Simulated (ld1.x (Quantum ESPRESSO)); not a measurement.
## An odd input for ld1.x (Quantum ESPRESSO) 7.5 (Re (Z = 75))

Command:

```bash
ld1.x < Re.in > Re.out
```

Input:

```
&input
   title='Re', zed=75., rel=1, dft='PBE', iswitch=3, rmax=500.,
   config='[Xe] 4f14 5d4 6s0 6p0',
   nld=3, rlderiv=2.70, eminld=-4.0, emaxld=5.0, deld=0.02
 /
 &inputp
   pseudotype=2, tm=.false., lloc=0,
   nlcc=.true.,
   file_pseudopw='Re.UPF', file_wfcaegen='ae.wfc', file_wfcncgen='nc.wfc', file_beta='beta', file_chi='chi'
 /
3
6P  2  1   0.00   0.00  2.35  2.35  0.0
5D  3  2   4.00   0.00  2.50  2.50  0.0
6S  1  0   0.00   0.00  1.80  1.80  0.0
 &test
   configts(1)='5d4 6s0 6p0'
 /
```

This is an input that runs to its end, with one change: mesh end rmax=500..

**Question.** How does the run end?

**Answer.** The program runs through. The occupied levels of the test differ from the all-electron ones by at most 0.00000 Ry (unchanged input: 0.00000 Ry).

```
     mesh =1403 r(mesh) = 496.46445 xmin = -7.00 dx = 0.01250

     n l     nl             e AE (Ry)        e PS (Ry)    De AE-PS (Ry)
     3 2     5D   1( 4.00)       -2.42984       -2.42984        0.00000
     1 0     6S   1( 0.00)       -2.16150       -2.16149       -0.00001
     2 1     6P   1( 0.00)       -1.57807       -1.57807        0.00000

     eps = 1.3E-16  iter =  3

     Etot =  -33380.590613 Ry,  -16690.295307 Ha, -454166.072145 eV
     Etotps =   -28.613184 Ry,     -14.306592 Ha,    -389.302201 eV

     Ekin =      16.137757 Ry,       8.068878 Ha,     219.565365 eV
     Encl =     -13.121063 Ry,      -6.560531 Ha,    -178.521154 eV
     Ehrt =       8.473629 Ry,       4.236815 Ha,     115.289598 eV
     Ecxc =     -15.465210 Ry,      -7.732605 Ha,    -210.414903 eV
     (Ecc =     -10.756467 Ry,      -5.378233 Ha,    -146.349185 eV)
     Epseu=     -24.638297 Ry,     -12.319148 Ha,    -335.221106 eV

     ---------------------- End of pseudopotential test ----------------------
```
